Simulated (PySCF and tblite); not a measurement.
The numbers below are computed, except where a source is named.
## C5H7BrO, numbered as in [CH3:1][C:2](=[O:3])/[CH:4]=[C:5](/[CH3:6])[Br:7]: conformational analysis

Level: PBE0-D3(BJ)/def2-SVP (IEF-PCM, chloroform)//GFN2-xTB, thermal terms from GFN2-xTB, symmetry numbers and mirror pairs counted. Conformers within 2.5 kcal/mol (GFN2-xTB free energy) were kept, 6 at most. GIAO shieldings: KT2/pcSseg-1 (IEF-PCM, chloroform). Couplings: B3LYP/6-31G* with pcJ-1 on H (gas phase; spin-dipole term only for pairs with B, N, F, Si or P). Couplings are for ¹H. H–H couplings come out 0.1 to 0.9 Hz lower than with pcJ-1 on all atoms. Shifts are against TMS (¹H), TMS (¹³C) at the same level. Run with PySCF (density fitting) and tblite.

Torsions listed: O3–C2–C4–C5.

```
conformer  shape  symmetry  E(GFN2) kcal/mol  E(DFT) kcal/mol  G(298.15 K) kcal/mol  weight %  dipole D
        1  -178°        Cs              1.60             0.00                  0.00      51.6      3.61
        2     0°        Cs              0.00             0.15                  0.04      48.4      4.67
```

Weights (%) against temperature:

| T (K) | 1 | 2 | S(mix) cal/mol/K |
| --- | --- | --- | --- |
| 250 | 51.6 | 48.4 | 1.38 |
| 298.15 | 51.6 | 48.4 | 1.38 |
| 350 | 51.7 | 48.3 | 1.38 |

Averaged shifts at 298.15 K. ¹H: 6.73 (H4, 1H), 2.61 (H6, 3H), 2.45 (H1, 3H) ppm. ¹³C: 186.9 (C2), 153.7 (C5), 126.4 (C4), 36.0 (C6), 34.3 (C1) ppm.

Averaged couplings (Hz): ²J(H1,H1) -15.3, ²J(H6,H6) -16.2.

Coordinates of conformer 1 (Å):

```xyz
14

C    -2.264   -0.067    0.144
C    -1.253   -0.657   -0.797
O    -1.589   -1.352   -1.733
C     0.188   -0.400   -0.603
C     0.894    0.273    0.306
C     2.380    0.385    0.279
Br    0.149    1.205    1.792
H    -2.190    1.019    0.157
H    -3.259   -0.356   -0.186
H    -2.103   -0.433    1.156
H     0.771   -0.879   -1.383
H     2.676    1.432    0.216
H     2.796   -0.154   -0.569
H     2.803   -0.017    1.200
```

Spin–orbit effects of the heavy atoms on shieldings are missing. At a carbon that bears Br the missing effect is some 10 ppm, beside I tens of ppm. Shifts are unscaled: against experiment ¹³C can be off by 15 ppm or more and ¹H by 0.8 ppm.

Search and properties took 91 s on 1 thread of Intel Xeon 6975P-C (shared host) (rough), launched as `OMP_NUM_THREADS=1 python ens_run.py task.json out`.
